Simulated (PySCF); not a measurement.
Ionisation energy of Ir²⁺ by level of theory

Ir²⁺ [Xe] 4f14 5d7 (4F) → Ir³⁺ [Xe] 4f14 5d6 (5D), as a difference of total energies. Computed with PySCF 2.14 in ANO-RCC-VTZP (8s7p5d3f1g, 84 functions), with the spin-free X2C one-electron Hamiltonian (Gaussian nucleus). Correlated levels: valence: [Xe] 4f14 frozen; valence and next inner shell: [Kr] 4d10 4f14 frozen. The calculations carry no spin-orbit coupling.

```
                                method  ionisation energy (eV)
                                   UHF                  27.503
                                   LDA                  29.675
                                   PBE                  29.315
                                  PBE0                  29.166
                                r2SCAN                  29.228
                         MP2 (valence)                  28.744
                     SCS-MP2 (valence)                  28.879
    MP2 (valence and next inner shell)                  28.808
SCS-MP2 (valence and next inner shell)                  28.802
```

**Question.** How much does correlation contribute at MP2 (valence and next inner shell)?

**Answer.** 28.808 − (27.503) = 1.305 eV, measured against UHF.

A first-order spin-orbit estimate (lowest level to lowest level, LS coupling) adds 0.211 eV.

Errors of the correlated levels include the incompleteness of this basis and the frozen core.

For comparison: 28 ± 1.6 eV (theoretical estimate listed by NIST; NIST Atomic Spectra Database, ionization energies).
